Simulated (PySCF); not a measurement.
Molecule: 3-chloro-1-fluorobenzene, C6H4ClF.

Atom-mapped SMILES (the numbers label the heavy atoms): `[F:1][c:2]1[cH:3][cH:4][cH:5][c:6]([Cl:7])[cH:8]1`; H(Xn) means a hydrogen on atom n.

Geometry PBE0-D3(BJ)/def2-SVP throughout; GIAO in PySCF 2.14, gas phase, one conformer, non-relativistic; equivalent atoms averaged; basis pcSseg-1.

Q: How do the shifts δ (against CFCl3, TMS, HCl at the same level) depend on the functional? (a selection of nuclei; ppm; last column core-seconds on shared hosts with different chips, so compare them loosely)

A: 
| functional | kind | F1 | C6 | C5 | C8 | C3 | Cl7 | H(C5) | H(C8) | H(C3) | core-s |
| --- | --- | --- | --- | --- | --- | --- | --- | --- | --- | --- | --- |
| BLYP | GGA | -116.6 | 147.8 | 127.9 | 119.9 | 116.2 | 273.6 | 6.90 | 6.85 | 6.69 | 16 |
| OPBE | GGA | -107.7 | 138.2 | 121.5 | 114.2 | 111.0 | 258.8 | 7.09 | 7.00 | 6.88 | 17 |
| KT3 | GGA | -119.5 | 135.4 | 118.4 | 111.0 | 107.2 | 249.3 | 6.84 | 6.81 | 6.66 | 17 |
| B97-D | GGA | -115.5 | 142.0 | 123.2 | 115.6 | 112.2 | 258.1 | 6.93 | 6.88 | 6.73 | 17 |
| B3LYP | global hybrid | -110.7 | 149.1 | 130.3 | 122.3 | 118.8 | 250.2 | 7.06 | 7.04 | 6.88 | 12 |
| PBE0 | global hybrid | -107.9 | 147.0 | 129.7 | 121.9 | 118.5 | 245.3 | 7.19 | 7.15 | 7.01 | 14 |
| BHandHLYP | global hybrid | -103.5 | 150.0 | 132.4 | 124.5 | 121.0 | 218.4 | 7.22 | 7.24 | 7.07 | 21 |
| CAM-B3LYP | range-separated hybrid | -104.7 | 151.1 | 133.3 | 125.3 | 122.0 | 238.6 | 7.17 | 7.16 | 7.01 | 29 |
| LC-wPBE | range-separated hybrid | -92.7 | 150.5 | 134.7 | 127.2 | 124.3 | 224.0 | 7.34 | 7.31 | 7.19 | 20 |

Q: Which nucleus among those listed moves most, in ppm?

A: Cl7 (chlorine bonded to C): from 218.4 ppm with BHandHLYP to 273.6 ppm with BLYP. The smallest spread is 0.50 ppm, at H(C5). Proton shifts span only some 12 ppm, so a few tenths of a ppm matter as much there as several ppm in carbon.
